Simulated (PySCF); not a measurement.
# Gas-phase XPS of `CC(C)P(C)(C)=[Se]`, computed

C5H13PSe.
Numbering: `[CH3:1][CH:2]([CH3:3])[P:4]([CH3:5])([CH3:6])=[Se:7]`

Computed with delta-SCF UKS SCAN, pcX-2 on the ionised atom, pcseg-1 elsewhere, spin-free X2C in PySCF 2.14.0. Binding energies are ΔSCF values: E(core-ionised, relaxed orbitals) − E(ground state) at a fixed geometry, referred to the vacuum level.

Give the core binding energies atom by atom.

```tsv
atom(s)	bonded to	level	binding energy (eV)	2p1/2 (eV)	above the level's lowest (eV)	count
C1/C3	C and 3 H	C 1s	290.65	–	0.00	2
C2	2 C, H and P	C 1s	290.73	–	+0.08	1
P4	Se (double bond) and 3 C	P 2p3/2	137.36	138.25	0.00	1
P4	Se (double bond) and 3 C	P 1s	2151.16	–	0.00	1
C5/C6	3 H and P	C 1s	290.78	–	+0.13	2
```

The 3 C 1s values lie within 0.13 eV of each other; Gaussian lines of 0.5 eV full width would blend them into one maximum.

Which photon wavelength matches the C 1s of C1/C3 threshold?

λ = hc/E = 12398.42 eV Å / 290.65 eV = 42.658 Å.

Express the binding energy of C 1s of C1/C3 in atomic units and per mole.

290.65 eV = 10.6812 Eh = 28043 kJ/mol.

Topologically equivalent atoms share the value of their first member; where this conformer doesn't relate them by symmetry, their own values could differ. The 2p values add to the ΔSCF energy of one spin-free hole a correction within the shell (spin–orbit coupling, ligand field). 2p1/2 minus 2p3/2 (ligand field included): P 0.89 eV. No level of selenium is listed. One conformer (not necessarily the lowest) at the PBE0-D3(BJ)/def2-SVP geometry, without solvent, vibrations or thermal averaging.

Shape of the structure used: `[CH3:1][CH:2]([CH3:3])[P:4]([CH3:5])([CH3:6])=[Se:7]`: C1–C2–P4–C5 -171°.
